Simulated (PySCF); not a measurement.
PySCF 2.14 output of an unrestricted PBE calculation on a single atom or ion in aug-cc-pVTZ-DK (9s8p6d3f2g, 102 functions), with scalar relativity by spin-free X2C-1e:

```
SCF conv_tol = 1e-09
number electrons alpha = 24  beta = 22
    J. P. Perdew, K. Burke, and M. Ernzerhof.,  Phys. Rev. Lett. 77, 3865 (1996)
    J. P. Perdew, K. Burke, and M. Ernzerhof.,  Phys. Rev. Lett. 78, 1396 (1997)
    J. P. Perdew, K. Burke, and M. Ernzerhof.,  Phys. Rev. Lett. 77, 3865 (1996)
    J. P. Perdew, K. Burke, and M. Ernzerhof.,  Phys. Rev. Lett. 78, 1396 (1997)
cycle= 1 E= -5044.71393158696  delta_E= -0.0199  |g|= 0.117  |ddm|= 0.372
cycle= 2 E= -5044.70685709154  delta_E= 0.00707  |g|= 0.212  |ddm|= 0.152
cycle= 3 E= -5044.71717637073  delta_E= -0.0103  |g|= 0.00708  |ddm|= 0.0908
cycle= 4 E= -5044.71718673589  delta_E= -1.04e-05  |g|= 0.00157  |ddm|= 0.00663
cycle= 5 E= -5044.7171874824  delta_E= -7.47e-07  |g|= 0.000146  |ddm|= 0.00119
cycle= 6 E= -5044.71718749378  delta_E= -1.14e-08  |g|= 2.37e-05  |ddm|= 0.000231
cycle= 7 E= -5044.717187494  delta_E= -2.16e-10  |g|= 9.52e-06  |ddm|= 3.13e-05
converged SCF energy = -5044.717187494  <S^2> = 2.0009201  2S+1 = 3.0006133
```

The run itself started from symmetry-adapted Hartree-Fock orbitals and held the occupation by maximum overlap, on a logarithmic radial grid, so the iterations belong to that start.

**Question.** Which element, charge and spin multiplicity is this?

**Answer.** Pd (palladium, neutral), multiplicity 3; the state was [Kr] 4d9 5s1, high-spin 3D determinant (an excited configuration).
